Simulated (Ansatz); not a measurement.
Three-fold rotor about Si1–Te2 in H4SiTe (SMILES [SiH3][TeH]); single points on GFN2-xTB geometries with the dihedral held.
Staggered geometry (60°) (charge 0, multiplicity 1):
```xyz
6

Si    -0.640     0.012     0.000
Te     1.649     0.936    -0.228
H     -0.872    -0.578     1.314
H     -1.523     1.155    -0.182
H     -0.937    -0.997    -1.011
H      2.324    -0.539     0.053
```

Cores are frozen in the correlated methods. Filled d and f shells under p-block atoms count as core. CBS: X⁻³ extrapolation of the correlation energy, Hartree–Fock from the larger set. MP2 and its Hartree–Fock in def2-QZVPP are density fitted.

Programs: Ansatz (Gaussian orbitals). Values without a source in brackets are computed. In def2 rows elements past Kr take small-core potentials, without spin–orbit coupling.

Energies above the staggered point (kcal/mol):

| dihedral (°) | PBE/def2-TZVPP | MP2/CBS(def2-TZVPP, def2-QZVPP) + ΔCCSD(T)/def2-TZVPP |
|---|---|---|
| 0 | 0.785 | 0.754 |
| 20 | 0.595 | 0.570 |
| 40 | 0.212 | 0.201 |
| 60 | 0.000 | 0.000 |
| 80 | 0.171 | 0.169 |
| 100 | 0.573 | 0.553 |
| 120 | 0.785 | 0.754 |

Moments of inertia of the two ends about the bond: 5.663 and 2.729 u Å².

Fit V = V₃/2 (1 − cos 3φ) + V₆/2 (1 − cos 6φ), φ counted from the staggered point, and estimate the harmonic torsional frequency.


V₃ is the energy at φ = 60°; at φ = 20° (mean of both sides) V = 0.25 V₃ + 0.75 V₆. The reduced moment I₁I₂/(I₁ + I₂) = 1.842 u Å² gives F = 16.8576/I = 9.154 cm⁻¹ (a rough rule where the frame isn't a symmetric top). Near the minimum V = kφ²/2 with k = (9V₃ + 36V₆)/2, and ω = √(2Fk), with 1 kcal/mol = 349.755 cm⁻¹.
- PBE/def2-TZVPP: V₃ = 0.78, V₆ = -0.006 kcal/mol, k = 1197 cm⁻¹/rad², ω = 148 cm⁻¹
- MP2/CBS(def2-TZVPP, def2-QZVPP) + ΔCCSD(T)/def2-TZVPP: V₃ = 0.75, V₆ = -0.005 kcal/mol, k = 1155 cm⁻¹/rad², ω = 145 cm⁻¹

Ansatz is a first-principles code.
